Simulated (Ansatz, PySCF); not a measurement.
Pair of molecules: HF (SMILES F) (first 2 atoms) with CH3Br (SMILES CBr); geometry from B3LYP-D3(BJ)/def2-TZVP, rigid monomers moved along the line of their centres of mass till H2···Br4 is 2.12 Å.
(charge 0, multiplicity 1):
```xyz
7

F     -0.0394    -0.1485     0.6416
H     -0.0625    -0.6487     1.4319
C     -0.2407     1.0736     3.6043
Br    -0.1625    -0.8901     3.5385
H     -1.1792     1.3396     4.0765
H     -0.1910     1.4268     2.5808
H      0.6100     1.4071     4.1870
```

Quantity: the interaction energy.

Counterpoise-corrected where a basis set is named; no monomer relaxation.

Cores are frozen in the correlated methods. Filled d and f shells under p-block atoms count as core. CBS(a, b) extrapolates the correlation energy as X⁻³ and adds the Hartree–Fock energy of set b.

Run with Ansatz (Gaussian orbitals); PySCF for the dispersion terms. Each number belongs to the level named beside it.

Costs are ratios of core time to PBE/def2-TZVPPD (roughly 3 s), for whole runs (searches for the state included, and forces where a run took them) on one shared machine, so rough; each difference counts from -14.5 kJ/mol (CCSD(T)/CBS(aug-cc-pVDZ, aug-cc-pVTZ), a level with limits of its own).

A star marks coupled-cluster runs past 200 virtual orbitals, where the program's memory plan changes under this machine's limit, so their costs aren't comparable with smaller runs.

```tsv
level	basis functions	cost	difference (kJ/mol)
PBE/def2-TZVPPD	202	×1	-2.9
PBE-D3(BJ)/def2-TZVPPD	202	×1	-6.2
B3LYP/def2-TZVPPD	202	×2	2.8
B3LYP-D3(BJ)/def2-TZVPPD	202	×2	-2.9
PBE0/def2-TZVPPD	202	×2	-1.9
PBE0-D3(BJ)/def2-TZVPPD	202	×2	-4.8
r2SCAN/def2-TZVPPD	202	×2	-4.7
r2SCAN-D3(BJ)/def2-TZVPPD	202	×2	-5.7
wB97X-V/def2-TZVPPD	202	×4	-1.7
CCSD(T)/aug-cc-pVDZ	118	×4	7.1
wB97M-V/def2-TZVPPD	202	×4	-1.4
CCSD(T)/aug-cc-pVTZ	243	×200*	1.9
```

The cheapest listed level whose difference stays within 1.0 kJ/mol: none of those listed.

Ansatz is a quantum-chemistry and plane-wave program.
